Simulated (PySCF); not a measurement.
C5F7, SMILES [C]1(C(F)(F)C(=C(F)C1(F)F)F)F, multiplicity 2.

Geometry optimised at PBE0-D3(BJ)/def2-SVP. The isomer is the one that the SMILES or the coordinates give; other isomers of the formula were not compared. Other conformers were not sampled.

Level of theory: PySCF with PBE0-D3(BJ)/def2-SVP.

Harmonic, unscaled wavenumbers; measured fundamentals usually lie a few per cent lower.

Computed vibrational spectrum:
| mode | ν (cm⁻¹) | IR (km/mol) | moving atoms (share of kinetic energy) |
|---|---|---|---|
| 1 | 58 | 0.6 | F 96 % |
| 2 | 97 | 0.0 | F 94 % |
| 3 | 123 | 1.0 | F 85 %, C 15 % |
| 4 | 173 | 2.0 | F 83 %, C 17 % |
| 5 | 232 | 0.0 | F 100 % |
| 6 | 245 | 0.1 | F 99 % |
| 7 | 247 | 0.0 | F 99 % |
| 8 | 272 | 1.2 | F 95 % |
| 9 | 321 | 4.3 | F 86 %, C 14 % |
| 10 | 378 | 5.4 | F 88 %, C 12 % |
| 11 | 388 | 0.8 | F 72 %, C 28 % |
| 12 | 435 | 7.5 | F 76 %, C 24 % |
| 13 | 503 | 0.2 | F 58 %, C 42 % |
| 14 | 560 | 0.8 | C 65 %, F 35 % |
| 15 | 605 | 18.9 | F 79 %, C 21 % |
| 16 | 650 | 0.1 | C 55 %, F 45 % |
| 17 | 687 | 0.3 | C 84 %, F 16 % |
| 18 | 691 | 0.8 | F 76 %, C 24 % |
| 19 | 860 | 0.0 | C 88 %, F 12 % |
| 20 | 1009 | 246.7 | C 55 %, F 45 % |
| 21 | 1066 | 263.2 | C 65 %, F 35 % |
| 22 | 1151 | 15.1 | C 72 %, F 28 % |
| 23 | 1169 | 350.1 | C 73 %, F 27 % |
| 24 | 1185 | 0.4 | C 80 %, F 20 % |
| 25 | 1206 | 54.2 | C 75 %, F 25 % |
| 26 | 1371 | 253.6 | C 96 % |
| 27 | 1424 | 0.0 | C 88 %, F 12 % |
| 28 | 1464 | 238.2 | C 87 %, F 13 % |
| 29 | 1505 | 117.4 | C 82 %, F 18 % |
| 30 | 1851 | 113.1 | C 95 % |
